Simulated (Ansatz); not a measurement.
A made-up structure of CH4OSe, singlet:

```xyz
7
angstrom
C -0.7753 0.4078 -0.3425
Se 1.1565 0.4171 -0.4091
O 1.4510 -1.1499 0.4316
H 2.5852 -0.0400 -0.5824
H -1.1021 1.2759 -0.9194
H -1.1327 0.4979 0.6821
H 1.5541 -0.9481 1.3667
```

It is relaxed with PBE-D4/def2-SVP and then PBE0-D4/def2-TZVP (Ansatz 0.2.0). Atoms count as bonded within 1.22 times the sum of their covalent radii (H–H: 0.88 Å). The end point is not checked to be a true minimum.

Problem. Does its bonding change? (A judgement: the text doesn't fix the answer.)

Solution. Computed: No: no bond forms or breaks.

Where it ends: The first stage lowers the energy by 3.43 eV in 16 steps. It ends as CH₄OSe ([CH2][SeH][OH]):
```
7
angstrom
C -0.4047 0.8171 -0.2884
Se 1.0865 -0.0024 -0.7416
O 1.5941 -1.5245 0.2320
H 2.0169 0.8383 0.0418
H -1.2835 0.4965 -0.8310
H -0.5191 1.2690 0.6868
H 1.2466 -1.4333 1.1273
```

Labels in which every atom is bracketed show which atoms are joined, not bond orders.

For scale, one of the runs: PBE0-D4/def2-TZVP relaxation, 134 basis functions, launched by `ansatz run in.yaml --threads 2 --pin off --events-out ev --progress --plain --max-ram 4352MiB`. The run took about 21 s on 2 CPU threads of an AMD EPYC 7R43 (shared host).
